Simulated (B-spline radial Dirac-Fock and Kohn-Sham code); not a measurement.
X-ray scattering factor of Pt⁵⁹⁺

System: Pt⁵⁹⁺ in the configuration [Ar] 3d1.

Model: configuration-average Dirac-Fock orbitals. Program: a B-spline atomic structure program. f₀ is the Fourier transform of the spherical electron density, S the Waller-Hartree incoherent function, and s = sin θ/λ.

| s (Å⁻¹) | f₀ | S |
| --- | --- | --- |
| 0 | 19.000 | 0.000 |
| 0.05 | 18.994 | 0.007 |
| 0.1 | 18.974 | 0.027 |
| 0.15 | 18.942 | 0.062 |
| 0.2 | 18.897 | 0.109 |
| 0.25 | 18.840 | 0.170 |
| 0.3 | 18.770 | 0.244 |
| 0.35 | 18.688 | 0.330 |
| 0.4 | 18.594 | 0.429 |
| 0.45 | 18.488 | 0.539 |
| 0.5 | 18.371 | 0.661 |
| 0.6 | 18.104 | 0.935 |
| 0.7 | 17.797 | 1.247 |
| 0.8 | 17.452 | 1.592 |
| 0.9 | 17.074 | 1.964 |
| 1 | 16.667 | 2.358 |
| 1.1 | 16.236 | 2.768 |
| 1.2 | 15.784 | 3.190 |
| 1.4 | 14.837 | 4.051 |
| 1.6 | 13.862 | 4.909 |
| 1.8 | 12.890 | 5.740 |
| 2 | 11.947 | 6.530 |
| 2.5 | 9.848 | 8.280 |
| 3 | 8.229 | 9.706 |
| 3.5 | 7.079 | 10.854 |
| 4 | 6.284 | 11.784 |
| 5 | 5.246 | 13.219 |
| 6 | 4.429 | 14.327 |

f₀ starts at the number of electrons, 19, and has fallen to half at s ≈ 2.61 Å⁻¹. The sum of ⟨r²⟩ over the electrons is 0.3505 bohr².

Values without a named source are computed, but for edge energies of neutral atoms, which are taken from tables.
